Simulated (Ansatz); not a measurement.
In₇P₇H₂₀, a nanocrystal cut from zinc blende InP (hydrogen-capped), relaxed as a singlet with RKS PBE-D4/def2-SVP in Ansatz, starting from the GFN2-xTB geometry. Force threshold 0.03 eV/Å.

In the def2 sets In takes a core potential; there is no spin–orbit coupling. Single mean-field runs in def2-SVP are fitted with def2-universal-jkfit.

Start:

```csv
atom,x (Å),y (Å),z (Å)
In1,-0.120,3.920,-1.205
In2,-2.445,-3.097,1.996
In3,-0.301,1.254,2.173
In4,-1.887,0.015,-1.687
In5,1.931,0.803,-3.525
In6,1.735,-1.834,-0.129
In7,3.533,2.041,0.375
P8,-3.159,-1.909,-0.229
P9,-1.446,1.939,-0.031
P10,2.035,2.577,-1.655
P11,-1.779,-0.834,3.130
P12,-0.010,-3.518,1.129
P13,1.932,0.206,1.433
P14,0.452,-0.946,-2.179
H15,0.110,5.049,0.054
H16,-0.990,4.187,-2.648
H17,-3.413,-4.318,2.782
H18,-0.281,2.390,3.474
H19,-2.953,0.303,-3.015
H20,0.903,1.304,-4.793
H21,3.431,0.008,-3.701
H22,3.139,-2.803,-0.393
H23,3.498,3.311,1.516
H24,4.910,1.150,-0.096
H25,-4.467,-1.473,-0.053
H26,-3.514,-2.911,-1.125
H27,-2.727,2.309,0.377
H28,2.807,3.550,-2.282
H29,-2.942,-0.289,3.663
H30,-1.246,-1.153,4.373
H31,0.692,-4.095,2.181
H32,-0.042,-4.692,0.385
H33,2.437,-0.342,2.612
H34,0.178,-2.103,-2.908
```

```tsv
step	energy (eV)	largest force component (eV/Å)	SCF passes
1	-101519.4922	1.155	16
2	-101519.7782	0.384	19
3	-101519.8370	0.113	18
4 (rejected)	-101519.8301	0.170	20
5	-101519.8475	0.030	20
6	-101519.8501	0.007	20
```

Force components are those of the run's own axes.

End:

```xyz
34

In   -0.1480    3.9342   -1.1972
In   -2.3519   -2.9769    1.9171
In   -0.3002    1.2569    2.1760
In   -1.8871    0.0186   -1.6916
In    1.9290    0.7782   -3.5498
In    1.7363   -1.8357   -0.1282
In    3.5512    2.0361    0.4008
P    -3.1796   -1.8844   -0.2820
P    -1.4421    1.8916   -0.0162
P     2.0198    2.5561   -1.6446
P    -1.7648   -0.7823    3.1637
P     0.0478   -3.5343    1.1136
P     1.8902    0.1835    1.4250
P     0.4308   -0.9528   -2.1354
H     0.0980    5.0689    0.1017
H    -1.0363    4.1837   -2.6750
H    -3.3104   -4.1898    2.6981
H    -0.2879    2.3906    3.4911
H    -2.9630    0.3032   -3.0244
H     0.8628    1.2956   -4.8267
H     3.4602   -0.0380   -3.7064
H     3.1428   -2.8193   -0.3910
H     3.4900    3.3316    1.5639
H     4.9434    1.1112   -0.0908
H    -4.5223   -1.4618   -0.0132
H    -3.5199   -2.9781   -1.1432
H    -2.7463    2.3427    0.3747
H     2.8155    3.5622   -2.2919
H    -3.0107   -0.2876    3.6703
H    -1.2263   -1.1971    4.4252
H     0.6992   -4.1199    2.2477
H    -0.0769   -4.7422    0.3525
H     2.4701   -0.3331    2.6308
H     0.1868   -2.1118   -2.9443
```

By distances, no bond broke or formed. The bond that changes most is P10–H28, from 1.39 to 1.44 Å (atoms count from 1).

The force fell under the threshold at step 5, but the optimiser went on and released 0.003 eV more. No frequencies were taken in this run, so the end may be a saddle point.

It took 27 s on 2 threads of AMD EPYC 7R13 on a shared host and a share (18 GiB) of an NVIDIA H100 80GB HBM3, peak host memory 0.94 GiB.
